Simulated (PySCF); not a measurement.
A structure optimised at B3LYP-D3(BJ)/def2-SVP, used in a PySCF frequency run:

```
Ga
F 1 1.7525
N 1 1.7956 2 118.21
H 3 1.0131 1 123.40 2 180.00
H 3 1.0137 4 113.64 1 180.00
Br 1 2.2805 2 117.79 3 180.00
```
Charge 0, spin multiplicity 1.

Task: Write its SMILES, formula and point group.

Result: [NH2][Ga]([F])[Br], BrFGaH2N, Cs

Task: What are its rotational constants (standard atomic weights)?

Result: 5.9690, 1.5549, 1.2335 GHz
